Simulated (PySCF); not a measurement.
Point-charge models of `COB(OC)[SiH2]C(F)(F)F` against its computed dipole.

Coordinates (PBE0-D3(BJ)/def2-SVP, Å) and charges (e) from the PBE0/pcSseg-1 density (PySCF):

| atom | x | y | z | Mulliken | IAO | Hirshfeld | ESP-fitted |
| --- | --- | --- | --- | --- | --- | --- | --- |
| C1 | -1.734 | -2.057 | -0.089 | -0.0402 | -0.2019 | -0.0278 | -0.1976 |
| O2 | -0.517 | -1.352 | -0.185 | -0.4945 | -0.3739 | -0.1703 | -0.3577 |
| B3 | -0.437 | -0.015 | -0.335 | +0.3740 | +0.2565 | +0.1628 | +0.5804 |
| O4 | -1.569 | 0.725 | -0.433 | -0.4954 | -0.3843 | -0.1657 | -0.2805 |
| C5 | -1.601 | 2.121 | -0.550 | -0.0321 | -0.1851 | -0.0212 | -0.2886 |
| Si6 | 1.456 | 0.738 | -0.384 | +0.3168 | +0.4909 | +0.2246 | -0.1510 |
| C7 | 2.713 | -0.715 | -0.138 | +0.5440 | +0.5739 | +0.1675 | +0.5674 |
| F8 | 2.508 | -1.357 | 1.023 | -0.2731 | -0.2828 | -0.1024 | -0.2116 |
| F9 | 3.985 | -0.283 | -0.126 | -0.2754 | -0.2853 | -0.1066 | -0.1992 |
| F10 | 2.619 | -1.628 | -1.116 | -0.2724 | -0.2822 | -0.1020 | -0.2126 |
| H11 | -1.858 | -2.691 | -0.981 | +0.1225 | +0.1490 | +0.0503 | +0.1267 |
| H12 | -1.694 | -2.710 | 0.796 | +0.1255 | +0.1525 | +0.0510 | +0.1343 |
| H13 | -2.595 | -1.378 | -0.005 | +0.1143 | +0.1409 | +0.0394 | +0.0850 |
| H14 | -0.597 | 2.554 | -0.704 | +0.1173 | +0.1224 | +0.0426 | +0.1358 |
| H15 | -2.031 | 2.565 | 0.362 | +0.1235 | +0.1497 | +0.0512 | +0.1433 |
| H16 | -2.233 | 2.402 | -1.405 | +0.1254 | +0.1537 | +0.0524 | +0.1421 |
| H17 | 1.824 | 1.385 | -1.681 | -0.0397 | -0.0966 | -0.0723 | -0.0074 |
| H18 | 1.743 | 1.717 | 0.710 | -0.0405 | -0.0976 | -0.0730 | -0.0087 |

Q: Compute μ = Σ q r for each scheme (1 e·Å = 4.803 D) and compare with the dipole of the full density.

A: The full density gives (-3.76, 2.11, -0.28) D, 4.32 D in size; dipole vectors point from the negative to the positive end.

```
    scheme     μx    μy     μz  size (D)  share of the full size (%)  angle to the full dipole (°)
  Mulliken  -5.04  4.90  -0.64      7.06                         163                            15
       IAO  -4.56  4.21  -0.56      6.24                         144                            13
 Hirshfeld  -2.86  1.51  -0.23      3.24                          75                             2
ESP-fitted  -3.78  2.15  -0.29      4.36                         101                             0
```

Q: Which set comes closest?

A: Length of the difference vector: ESP-fitted 0.04 D, Hirshfeld 1.08 D, IAO 2.27 D, Mulliken 3.09 D. Closest: ESP-fitted. The schemes that divide the density aren't constrained to reproduce the dipole.

Q: What is left for the Hirshfeld atoms' own dipoles?

A: The shares of the density sum to the whole, so what Σ q r misses lies in dipoles about the nuclei. The atomic dipoles sum to (-3.76, 2.11, -0.28) − (-2.86, 1.51, -0.23) = (-0.90, 0.60, -0.05) D, 1.08 D in size.

Q: With the origin at the mean of the coordinates, (-0.001, 0.001, -0.291) Å, which are the largest single terms, by size, of the Hirshfeld dipole along the direction of the full one?

A: C7 -2.19, F9 +1.85, F10 +1.48, F8 +1.44, O4 -1.37 D; all 18 atoms together +3.24 D. The single terms depend on the origin, their sum doesn't.

Q: Give the size of the full dipole in other units.

A: 4.32 D = 1.700 au = 0.900 e·Å = 14.41 × 10⁻³⁰ C·m.

The structure is a single PBE0-D3(BJ)/def2-SVP conformer in the gas phase; no vibrational or solvent corrections.

Conformer computed: `[CH3:1][O:2][B:3]([O:4][CH3:5])[SiH2:6][C:7]([F:8])([F:9])[F:10]`: C1–O2–B3–O4 -1°, O2–B3–O4–C5 178°, O2–B3–Si6–C7 -2°, B3–Si6–C7–F8 -59°.
